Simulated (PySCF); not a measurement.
zirconium atom (Zr), triplet (core potentials on Zr); HF/def2-SVP in PySCF.

The PySCF input:
```python
from pyscf import gto, scf

mol = gto.Mole()
mol.atom = '''
    Zr    0.00000000    0.00000000    0.00000000
'''
mol.basis = 'def2-svp'
mol.ecp = {'Zr': 'def2-svp'}
mol.spin = 2
mol.verbose = 4
mol.build()

mf = scf.UHF(mol)
mf.kernel()
mf.analyze()
```

**Question.** Write the output that PySCF gives for this input, abridged.

**Answer.** 
```
PySCF version 2.14.0

[INPUT] verbose = 4
[INPUT] num. atoms = 1
[INPUT] num. electrons = 12
[INPUT] charge = 0
[INPUT] spin (= nelec alpha-beta = 2S) = 2
[INPUT] symmetry False subgroup None
[INPUT] Mole.unit = angstrom
[INPUT] Symbol           X                Y                Z      unit          X                Y                Z       unit  Magmom
[INPUT]  1 Zr     0.000000000000   0.000000000000   0.000000000000 AA    0.000000000000   0.000000000000   0.000000000000 Bohr   0.0

nuclear repulsion = 0
number of shells = 11
number of NR pGTOs = 57
number of NR cGTOs = 31
basis = def2-svp
ecp = {'Zr': 'def2-svp'}

******** <class 'pyscf.scf.uhf.UHF'> ********
method = UHF
initial guess = minao
damping factor = 0
level_shift factor = 0
DIIS = <class 'pyscf.scf.diis.CDIIS'>
diis_start_cycle = 1
diis_space = 8
diis_damp = 0
SCF conv_tol = 1e-09
SCF conv_tol_grad = None
SCF max_cycles = 50
direct_scf = True
direct_scf_tol = 1e-13
number electrons alpha = 7  beta = 5
Set gradient conv threshold to 3.16228e-05
init E= -39.9689531335709

cycle= 1 E= -46.3989535927425  delta_E= -6.43  |g|= 0.342  |ddm|= 1.98
cycle= 2 E= -46.4295375522711  delta_E= -0.0306  |g|= 0.0368  |ddm|= 0.917
cycle= 3 E= -46.4311957421139  delta_E= -0.00166  |g|= 0.0111  |ddm|= 0.192
cycle= 4 E= -46.4315233302251  delta_E= -0.000328  |g|= 0.00495  |ddm|= 0.0957
cycle= 5 E= -46.4316296990239  delta_E= -0.000106  |g|= 0.00173  |ddm|= 0.0702
cycle= 6 E= -46.4316465797394  delta_E= -1.69e-05  |g|= 0.00132  |ddm|= 0.0155
cycle= 7 E= -46.4316701236414  delta_E= -2.35e-05  |g|= 0.000874  |ddm|= 0.0173
cycle= 8 E= -46.4316853365421  delta_E= -1.52e-05  |g|= 0.000482  |ddm|= 0.0165
cycle= 9 E= -46.4316894981386  delta_E= -4.16e-06  |g|= 0.000348  |ddm|= 0.00901
cycle= 10 E= -46.4316908849575  delta_E= -1.39e-06  |g|= 0.000312  |ddm|= 0.00279
cycle= 11 E= -46.4316950144476  delta_E= -4.13e-06  |g|= 0.000171  |ddm|= 0.0116
cycle= 12 E= -46.4316960539648  delta_E= -1.04e-06  |g|= 9.87e-05  |ddm|= 0.00652
cycle= 13 E= -46.4316962680791  delta_E= -2.14e-07  |g|= 2.93e-05  |ddm|= 0.00322
cycle= 14 E= -46.4316962805102  delta_E= -1.24e-08  |g|= 4.97e-06  |ddm|= 0.000832
cycle= 15 E= -46.4316962806329  delta_E= -1.23e-10  |g|= 2.85e-06  |ddm|= 4.49e-05
Extra cycle  E= -46.4316962806694  delta_E= -3.65e-11  |g|= 2.16e-06  |ddm|= 1.19e-05
converged SCF energy = -46.4316962806694  <S^2> = 2.0146939  2S+1 = 3.00978
**** SCF Summaries ****
Total Energy =                         -46.431696280669414
Nuclear Repulsion Energy =               0.000000000000000
One-electron Energy =                  -77.692689129979613
Two-electron Energy =                   31.260992849310195
Two-electron Coulomb Energy =           36.580917402759241
DFT Exchange-Correlation Energy =       -5.319924553449045
**** MO energy ****
                             alpha | beta                alpha | beta
MO #1   energy= -2.56980080915651  | -2.49212194377845  occ= 1 | 1
MO #2   energy= -1.55979906900271  | -1.45192294574848  occ= 1 | 1
MO #3   energy= -1.55979804788829  | -1.45192211773096  occ= 1 | 1
MO #4   energy= -1.55979710386696  | -1.451920334709    occ= 1 | 1
MO #5   energy= -0.322422415241153 | -0.197058230561646 occ= 1 | 1
MO #6   energy= -0.322421709444095 | 0.0300639124789493 occ= 1 | 0
MO #7   energy= -0.231721395449214 | 0.0300645175969243 occ= 1 | 0
MO #8   energy= 0.0243621012449708 | 0.0300648281192465 occ= 0 | 0
MO #9   energy= 0.0243624676431002 | 0.101501709926428  occ= 0 | 0
MO #10  energy= 0.024363448050291  | 0.101501929369372  occ= 0 | 0
MO #11  energy= 0.077443592864638  | 0.101502041931881  occ= 0 | 0
MO #12  energy= 0.0774449254666991 | 0.118412730389644  occ= 0 | 0
MO #13  energy= 0.0774453095709901 | 0.11841301170397   occ= 0 | 0
MO #14  energy= 0.131883386503113  | 0.148477127843208  occ= 0 | 0
MO #15  energy= 0.290521883956807  | 0.362164465961957  occ= 0 | 0

spin_pop of  0 Zr 4s        0.00096
spin_pop of  0 Zr 5s        0.01151
spin_pop of  0 Zr 6s       -0.01094
spin_pop of  0 Zr 7s       -0.00387
spin_pop of  0 Zr 8s        0.00234
spin_pop of  0 Zr 4px       0.00023
spin_pop of  0 Zr 4py      -0.01085
spin_pop of  0 Zr 4pz      -0.01085
spin_pop of  0 Zr 5px      -0.00139
spin_pop of  0 Zr 5py       0.00607
spin_pop of  0 Zr 5pz       0.00607
spin_pop of  0 Zr 6px       0.00053
spin_pop of  0 Zr 6py       0.00415
spin_pop of  0 Zr 6pz       0.00416
spin_pop of  0 Zr 4dxy      0.00114
spin_pop of  0 Zr 4dyz      0.71119
spin_pop of  0 Zr 4dz^2     0.00003
spin_pop of  0 Zr 4dxz      0.68159
spin_pop of  0 Zr 4dx2-y2    0.04226
spin_pop of  0 Zr 5dxy      0.00046
spin_pop of  0 Zr 5dyz      0.28757
spin_pop of  0 Zr 5dz^2     0.00001
spin_pop of  0 Zr 5dxz      0.27560
spin_pop of  0 Zr 5dx2-y2    0.00014
spin_pop of  0 Zr 4f-3      0.00039
spin_pop of  0 Zr 4f-2      0.00000
spin_pop of  0 Zr 4f-1      0.00024
spin_pop of  0 Zr 4f+0      0.00063
spin_pop of  0 Zr 4f+1      0.00024
spin_pop of  0 Zr 4f+2      0.00000
spin_pop of  0 Zr 4f+3      0.00039
In total             7.00000 | 5.00000
Dipole moment(X, Y, Z, Debye): -0.00000, -0.00000, -0.00000
```
